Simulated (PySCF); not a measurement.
H5P, SMILES [H][P@TB7]([H])([H])([H])[H]. The structure is a stationary point at PBE-D3(BJ)/def2-TZVPD.

Computed equilibrium geometry at PBE-D3(BJ)/def2-TZVPD (PySCF confirms it by a frequency run) as Cartesian coordinates in Å, and its point group:
point group D3h.
```xyz
6

P      0.0000     0.0000     0.0000
H      0.0000     0.0000     1.4923
H      0.0000     0.0000    -1.4923
H      1.4405     0.0000     0.0000
H     -0.7202     1.2475     0.0000
H     -0.7202    -1.2475     0.0000
```
Charge 0, spin multiplicity 1.
